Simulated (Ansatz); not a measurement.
Computed with Ansatz.

A structure relaxed at PBE0-D4/def2-TZVP, charge 0, multiplicity 1:

Cartesian coordinates in Å:
```
C -1.3748 -1.6947 0.7056
N -0.8299 -0.3685 0.4773
Si -0.1434 0.1537 -0.9731
F 0.7542 -1.0449 -1.5048
Cl -1.4589 0.5690 -2.4736
O 0.7077 1.5091 -0.7601
C 1.8081 1.6419 0.1205
H -1.2487 -1.9870 1.7511
H -0.8328 -2.4197 0.0972
H -2.4379 -1.7693 0.4512
H -1.2428 0.3425 1.0612
H 1.6314 1.1215 1.0666
H 1.9521 2.7043 0.3203
H 2.7156 1.2420 -0.3395
```

Question: Give its formula and SMILES.

Answer: C2H7ClFNOSi, `CN[Si](F)(Cl)OC`.

Question: Point group (tolerance 0.08 Å, 0.16 Å for H)?

Answer: C1.

Question: Summarise the bond lengths by kind.

Answer: 1 × C–N 1.452 Å; 6 × C–H 1.091 to 1.096 Å; 1 × N–Si 1.687 Å; 1 × H–N 1.008 Å; 1 × F–Si 1.589 Å; 1 × Cl–Si 2.038 Å; 1 × O–Si 1.615 Å; 1 × C–O 1.416 Å.
